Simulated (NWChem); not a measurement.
Molecule: C₃HCl₂F; SMILES FC=C=C(Cl)Cl

All runs: NWChem. Geometry: optimised at PBE0/def2-SVP. Solvent water, SMD (1 M gas to 1 M solution), gas-phase geometry.

Question: What does the run give for B3LYP/pcseg-2? Quantities: solvation free energy (kcal/mol); cavity-dispersion-structure term (kcal/mol); dipole in solution (D).

Answer: 
```json
{
 "solvation free energy (kcal/mol)": "1.1",
 "cavity-dispersion-structure term (kcal/mol)": "3.8",
 "dipole in solution (D)": "1.90"
}
```
